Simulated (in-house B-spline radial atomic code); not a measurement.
Computed with a B-spline radial atomic code. Model: two electrons, singlet ground state, non-relativistic, full CI in B-splines with partial waves to l = 8 (at full coupling up to 3e-4 hartree above the limit, correlation up to 0.6 % small), density held at that of full coupling by Lieb maximisation.

Along the adiabatic connection the electron repulsion is scaled by a coupling λ while a local potential keeps the density fixed. At λ = 0 the system is the Kohn-Sham one and W equals the exchange energy; the exchange-correlation energy is the area under W between 0 and 1. The kinetic energy rises with λ as the electrons avoid each other, with dT/dλ = −λ dW/dλ.

Command:
```bash
python run_ac.py task.json out
```
Settings (lengths in bohr, energies in hartree):
```
potential              coulomb
strength               2.45
lmax                   8
```

Cost of the run: 7.6 s on 1 thread of Intel(R) Xeon(R) Processor @ 2.30GHz, on a shared host.

**W = mean repulsion less Hartree energy, and W of three functionals.**

Given: confinement point charge; nuclear charge 2.45; external potential -Z/r.

Computed: LDA exchange minus exact 181.66 millihartree; SCAN exchange minus exact -4.8413 millihartree.

| coupling | W xc (hartree) | W xc minus exchange (millihartree) | kinetic minus Kohn-Sham (millihartree) | LDA (PW92) W minus its exchange (millihartree) | PBE W minus its exchange (millihartree) | SCAN W minus its exchange (millihartree) |
| --- | --- | --- | --- | --- | --- | --- |
| 0 | -1.3067 | 0 | 0 | 0 | 0 | 0 |
| 0.02 | -1.3086 | -1.902 | 0.02 | -12.44 | -1.8 | -1.83 |
| 0.05 | -1.3114 | -4.729 | 0.12 | -25.64 | -4.53 | -4.51 |
| 0.12 | -1.3179 | -11.213 | 0.67 | -49.5 | -10.93 | -10.58 |
| 0.25 | ? | ? | ? | ? | ? | ? |
| 0.4 | ? | ? | ? | ? | ? | ? |
| 0.6 | -1.3584 | -51.755 | 15 | -147.77 | -52.66 | -47.5 |
| 0.8 | -1.3735 | -66.856 | 25.56 | -176.12 | -68.52 | -61.04 |
| 1 | -1.3877 | -81.038 | 38.31 | -200.79 | -83.48 | -73.72 |
| 1.4 | -1.4136 | -106.95 | 69.3 | -242.48 | -110.96 | -96.89 |
| 2 | -1.4473 | -140.61 | 126.25 | -292.36 | -146.94 | -127.16 |
| 3 | -1.4927 | -186.02 | 238.79 | -355.23 | -196.22 | -168.69 |
| 4.5 | -1.5434 | -236.71 | 426.75 | -422.83 | -252.93 | -216.53 |
| 7 | -1.6001 | -293.46 | 747.67 | -498.83 | -320.01 | -272.59 |
| 10 | -1.6437 | -337.02 | 1113.2 | -559.57 | -375.43 | -317.5 |

(1) What belongs in the row 0.25?

(2) What belongs in the row 0.4?

(3) What is the PBE exchange minus exact?

**Energy parts, natural occupations and partial-wave weights.**

Computed: total energy -4.6255 hartree; exchange energy -1.3067 hartree; kinetic part of the DFT correlation energy 0.038307 hartree; initial slope twice GL2 -0.095425 hartree; kinetic part over minus potential part 0.4727; Hartree energy 2.6133 hartree; Kohn-Sham kinetic 4.5869 hartree.

| natural | occupation of the shell (electrons) |
| --- | --- |
| s | 1.9898 |
| p | ? |
| s | 0.0044636 |
| d | 0.00023212 |
| p | 0.00017312 |
| s | 8.1892e-05 |

(4) What belongs in the row p?

```csv
wave,weight
s,0.99719
p,?
d,0.00012997
f,1.8113e-05
g,4.189e-06
```

(5) What belongs in the row p?

(6) What is the Lieb Oxford ratio E_xc over LDA exchange?

(7) What is the correlation energy?

Results:

(1) W xc (hartree): -1.3295; W xc minus exchange (millihartree): -22.847; kinetic minus Kohn-Sham (millihartree): 2.81; LDA (PW92) W minus its exchange (millihartree): -83.25; PBE W minus its exchange (millihartree): -22.7; SCAN W minus its exchange (millihartree): -21.31.

(2) W xc (hartree): -1.3423; W xc minus exchange (millihartree): -35.648; kinetic minus Kohn-Sham (millihartree): 6.97; LDA (PW92) W minus its exchange (millihartree): -114.08; PBE W minus its exchange (millihartree): -35.88; SCAN W minus its exchange (millihartree): -32.97.

(3) 17.909 millihartree.

(4) occupation of the shell (electrons): 0.0051256.

(5) weight: 0.0026578.

(6) 1.1995.

(7) -0.042731 hartree.

Half-way to full coupling W has made 54 % of its drop, against 50 % for a straight line, and second-order (GL2) theory, half the initial slope, overshoots the correlation energy by about 12 %: a moderate bend, as in light atoms. Over couplings 0 to 1 the errors in E_xc come to about +101 millihartree for LDA, +17 millihartree for PBE, -1.3 millihartree for SCAN, so SCAN is nearest. In LDA and PBE and SCAN the errors of exchange and correlation have opposite signs, so the sum is smaller than the larger of the two.
